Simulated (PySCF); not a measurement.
BCl, SMILES Cl[B] (connectivity only; charge and spin as stated), charge +1, multiplicity 2. Atoms are numbered in the order given.

```xyz
2

B      0.0000     0.0000    -1.2366
Cl     0.0000     0.0000     0.3637
```
Charge +1, spin multiplicity 2.

Geometry: B3LYP-D3(BJ)/def2-TZVPD.

Two levels are set side by side: PBE/pcH-1 (PySCF) and B3LYP/pcH-1 (PySCF). Contact hyperfine couplings, same geometry. Differences are taken from unrounded values.

```
quantity                           PBE
------------------------------  ------
A(iso) of 11B, atom B1 (MHz)    1395.9
A(iso) of 35Cl, atom Cl2 (MHz)    23.3
```

### Question
These are the PBE values. What does B3LYP give? (The exact figures need the calculation; the answer reports its results.)

### Answer

```tsv
quantity	B3LYP	PBE minus B3LYP
A(iso) of 11B, atom B1 (MHz)	1441.0	-45.1
A(iso) of 35Cl, atom Cl2 (MHz)	20.4	2.9
```

Rough cost on one machine, each run with all the roots and properties that it gave: B3LYP against PBE within a factor of 2.
